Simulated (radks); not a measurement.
Valence configurations of Hg II (all share [Xe]). Calculated with a radial shooting solver on a logarithmic mesh with Libxc functionals: scalar-relativistic Kohn-Sham, PBE, spin-polarised, spherical densities, finite nucleus; open shells are filled with parallel spins first (spin-orbit coupling, left out, can overturn this in heavy ions); Fermi nuclear charge, rms radius 5.4648 fm. Energies are relative to 4f14 5d10 6s1; eigenvalues in eV for spin up.

valence	E (eV)	moment (Bohr magnetons)	e(4f)	e(5d)	e(6p)	e(6s)
4f14 5d10 6s1	0.000	1	-104.93	-18.985	-	-15.086
4f14 5d9 6s1 6p1	11.849	3	-110.51	-23.596	-9.606	-17.803
4f14 5d10 6p1	7.418	1	-106.79	-20.660	-8.713	-
4f14 5d8 6p3	34.758	5	-117.76	-29.508	-11.967	-
4f13 5d10 6s1 6p1	104.75	3	-123.37	-24.798	-9.631	-17.892
4f14 5d7 6p4	53.830	5	-123.66	-34.035	-13.114	-
4f13 5d10 6s2	97.431	1	-121.58	-22.919	-	-16.080
4f14 5d10 6s0.5 6p0.5	3.681	1	-105.87	-19.839	-8.255	-15.676
4f14 5d9 6s2	4.881	1	-108.78	-21.777	-	-16.058
4f13 5d7 6s1 6p4	161.14	7	-141.21	-38.799	-13.989	-24.797

NIST lists [Xe] 4f14 5d10 6s1 as the ground configuration; this level of theory agrees among the configurations tried. The energies are those of spherical high-spin densities, not of single terms.
